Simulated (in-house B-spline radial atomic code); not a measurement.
## HSE06 excitations of Ar8+

Method: HSE06. Computed with an all-electron radial atomic-structure program (B-spline basis): linear response of the closed shell [He] 2s2 2p6 with the functional's adiabatic kernel; scalar-relativistic (spin-free one-electron X2C), finite nucleus, no spin-orbit coupling, no double excitations, S, P, D and F terms only. Only terms of natural parity with L up to 3 were computed.

Command:
```bash
python run_td.py task.json out
```
Settings (radii: box in bohr, nucleus in fm):
```
Z                        18
electrons                10
configuration            [He] 2s2 2p6
hamiltonian              x2c
method                   hse06
box_radius               11.59
rms_radius               3.4274
intervals                70
```

Cost of the run: 0.7 s on 1 thread of Arm Neoverse N1 (shared host).

The lowest states, in the order of their Tamm-Dancoff energies; the method's threshold (minus the highest occupied level) is 402.53 eV. Labels give the largest channel, * marks a mixed state, and oscillator strengths are full-response dipole values. Semilocal kernels can invert the small singlet-triplet splittings of Rydberg terms. Energies in eV:

```tsv
state	full response	Tamm-Dancoff	oscillator strength
2p → 3s 3P	245.30	245.32	-
2p → 3s 1P	?	?	?
2p → 3p 3S	260.82	260.87	-
2p → 3p 3D	262.59	262.61	-
2p → 3p 1D	263.99	264.00	-
2p → 3p 1S	273.77	274.43	-
2p → 3d 3P	?	?	-
2p → 3d 3F	286.10	286.12	-
2p → 3d 1F	287.29	287.29	-
2p → 3d 1P	291.99	292.18	1.85
```

Question: Where does 2p → 3s 1P lie?

Answer: At 247.05 eV in full response, 247.07 eV in Tamm-Dancoff, oscillator strength 0.207.

Question: Where does 2p → 3d 3P lie?

Answer: At 285.57 eV in full response, 285.58 eV in Tamm-Dancoff.

Question: How large is the singlet-triplet splitting of 2p → 3s (P terms) in Tamm-Dancoff?

Answer: 1.76 eV, from the unrounded values.

Question: What polarisabilities and dispersion coefficient does the method give?

Answer: Dipole 0.03788 bohr³, quadrupole 0.01123 bohr⁵, C6 0.014 hartree·bohr⁶ for two such species.
